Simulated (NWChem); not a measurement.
System: CH7BO2Si; SMILES COB(O)[SiH3]

```xyz
12

B      0.6459     0.0985    -0.0010
O      1.9922    -0.0915     0.0001
H      2.2430    -1.0186     0.0002
O      0.2439     1.3896    -0.0018
C     -1.0833     1.8257    -0.0015
H     -1.2728     2.4407     0.8924
H     -1.2706     2.4473    -0.8913
H     -1.8086     0.9922    -0.0055
Si    -0.6534    -1.4928    -0.0014
H     -1.5459    -1.5069    -1.2053
H     -1.5443    -1.5082     1.2038
H      0.1215    -2.7780    -0.0025
```
Atoms are numbered in this order, from 1.

Computed with NWChem. Pople sets run with spherical d functions. Structure relaxed at the PBE0/def2-SVP level. No frequency run checked for a minimum. Atomic charges in e: unrestrained fits to the electrostatic potential beside Mulliken populations; buried atoms are poorly determined by the fit.

**Question.** Predict the results for Hartree-Fock/6-31G*. Quantities: ESP B1; Mulliken B1; ESP O2; Mulliken O2; ESP O4; Mulliken O4; ESP C5; Mulliken C5; ESP Si9; Mulliken Si9; relative RMS misfit of the potential (%).

**Answer.** 
```json
{
  "ESP B1": "0.58",
  "Mulliken B1": "0.52",
  "ESP O2": "-0.70",
  "Mulliken O2": "-0.72",
  "ESP O4": "-0.41",
  "Mulliken O4": "-0.58",
  "ESP C5": "0.11",
  "Mulliken C5": "-0.17",
  "ESP Si9": "0.30",
  "Mulliken Si9": "0.40",
  "relative RMS misfit of the potential (%)": "24"
}
```
